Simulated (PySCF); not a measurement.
**Trimethylamine Trifluoroborane: full NMR table**

| Item | Value |
| --- | --- |
| Formula | C3H9BF3N |
| SMILES | C[N+](C)(C)[B-](F)(F)F |
| Carbon signals | 1 |
| Proton signals | 1 |

Atoms are numbered as in `[CH3:1][N+:2]([CH3:3])([CH3:4])[B-:5]([F:6])([F:7])[F:8]`. Each H is labelled by its parent atom.

Single conformer, relativity neglected, no solvent, one averaged value for each set of equivalent atoms. GIAO B97-2/pcSseg-2 shieldings; geometry from PBE0-D3(BJ)/def2-TZVP; PySCF.

References, each an isolated molecule treated in the same way: $^{1}$H (σref 31.64) and $^{13}$C (σref 185.38) against TMS; $^{19}$F (σref 175.98) vs CFCl3; BF3·OEt2 for $^{11}$B (σref 99.77); $^{15}$N (σref 261.75) vs NH3.

```tsv
carbon	δC, type	δH (multiplicity)	HMBC from (2–3 bonds)	span of the C tensor (ppm)
C1/C3/C4	48.6, CH3	2.50 (s)	H(C1)/H(C3)/H(C4)	70
```

Other nuclei:
| atoms | nucleus | environment | δ (ppm) | σ (ppm) |
| --- | --- | --- | --- | --- |
| F6/F7/F8 | $^{19}$F | fluorine bonded to B | -179.7 | 355.6 |
| B5 | $^{11}$B | boron bonded to 3 F, N | -1.2 | 101.0 |
| N2 | $^{15}$N | donor nitrogen of a Lewis adduct | 63.3 | 198.4 |

1. δC 48.6: methyl carbon bonded to N; deshielded by the electronegative neighbour.
2. δH 2.50: hydrogen on a methyl carbon bonded to N; its carbon carries N, hence the downfield position.

Splittings by $^{19}$F in the carbon and heteronuclear signals aren't shown, as no couplings were computed. Shifts are as computed. Against solution values, carbons near 30 ppm lie about +3 ppm off and those near 130 ppm about +7 ppm. Of 1309 compounds with measured shifts, 239 miss one by over three times the rms of a fit or turn the order of signals round; such compounds aren't used in these exercises. Unscaled 19F shifts against computed CFCl3 carry errors that often reach 10 to 50 ppm. Experimental scales use liquid or dissolved standards, which lie at an offset from isolated NH3 (liquid NH3: subtract about 20 ppm).
